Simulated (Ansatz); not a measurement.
Ansatz (an electronic-structure program) input:

Ansatz 0.2 input:
```yaml
crystal:
  periodic: [false, false, false]
  atoms:
    - {symbol: Si, position_ang: [-0.00000000, -0.00000000, -1.08888770]}
    - {symbol: S, position_ang: [0.00000000, 0.00000000, 0.95277674]}
basis:
  gaussian:
    orbitals: def2-TZVP
hamiltonian:
  xc: b3lyp
  dispersion: d3bj
total_charge: -1
magnetization: {spin_polarized: true, initial_magnetization: 1}
phonons: {temperatures: {t_min: 298.15, t_max: 298.15, t_step: 100}}
```

Predict the final energy.

-687.76825 Eh (B3LYP-D3(BJ)/def2-TZVP). The basis has 74 functions.
